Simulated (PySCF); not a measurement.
## Stretching GdSe

Set-up: basis Gd x2c-SVPall, Se x2c-SVPall; spin-free X2C with a Gaussian nucleus; PySCF 2.14. Energies in eV from Gd (4f7 5d1 6s2) + Se in their ground configurations at the same level. All curves are PBE0. state 1: nonet, about 7.1 electrons in the 4f shell (Mulliken); state 2: Ms = 3 determinant of mixed spin, about 7.1 electrons in the 4f shell (Mulliken), a second solution, started from another occupation; state 3: septet, about 8.0 electrons in the 4f shell (Mulliken), real f orbitals that mix terms, a second solution, started from another occupation.

```json
{"R (Å)": "2.090", "state 1": "-3.387", "state 2": "-3.095", "state 3": "-0.499"}
{"R (Å)": "2.187", "state 1": "-4.285", "state 2": "-3.982", "state 3": "-1.543"}
{"R (Å)": "2.284", "state 1": "-4.777", "state 2": "-4.466", "state 3": "-2.198"}
{"R (Å)": "2.357", "state 1": "-4.948", "state 2": "-4.633", "state 3": "-2.495"}
{"R (Å)": "2.430", "state 1": "-4.992", "state 2": "-4.674", "state 3": "-2.665"}
{"R (Å)": "2.503", "state 1": "-4.938", "state 2": "-4.618", "state 3": "-2.733"}
{"R (Å)": "2.600", "state 1": "-4.755", "state 2": "-4.432", "state 3": "-2.705"}
{"R (Å)": "2.722", "state 1": "-4.404", "state 2": "-4.079", "state 3": "-2.534"}
{"R (Å)": "2.867", "state 1": "-3.884", "state 2": "-3.561", "state 3": "-2.208"}
{"R (Å)": "3.062", "state 1": "-3.140", "state 2": "-2.831", "state 3": "-1.692"}
```

Problem. Put a parabola through the three lowest points of the state 1 curve and estimate Re, k and ωe (reduced mass 53.06 u; 1 eV/Å² = 0.16022 mdyn/Å; ωe = 1302.8·√(k/μ) cm⁻¹).

Solution. Through R = 2.357, 2.43, 2.503 Å the second-order coefficient is 9.19 eV/Å², so Re ≈ 2.426 Å, k ≈ 2.95 mdyn/Å and ωe ≈ 307 cm⁻¹. A polynomial fit of higher order to the unrounded PBE0 energies gives Re = 2.423 Å, k = 3.01 mdyn/Å, ωe = 310 cm⁻¹; anharmonicity and rounding make the difference.

The higher-order fit for each curve: state 1: Re = 2.423 Å, ωe = 310 cm⁻¹, De = 4.99 eV; state 2: Re = 2.421 Å, ωe = 310 cm⁻¹, minimum 4.67 eV below the ground-state fragments; state 3: Re = 2.528 Å, ωe = 264 cm⁻¹, minimum 2.74 eV below the ground-state fragments.

⟨S²⟩ of the unrestricted solution departs from its pure value on part of the curve, where spin states mix. These are scalar-relativistic numbers at best; spin–orbit coupling would shift them, the dissociation energy most. Counting both spins, an empty level lies below a filled one in some of these solutions, because spin and occupation are held. With d or f electrons several states lie close, and the lowest PBE0 determinant need not be the measured ground state.
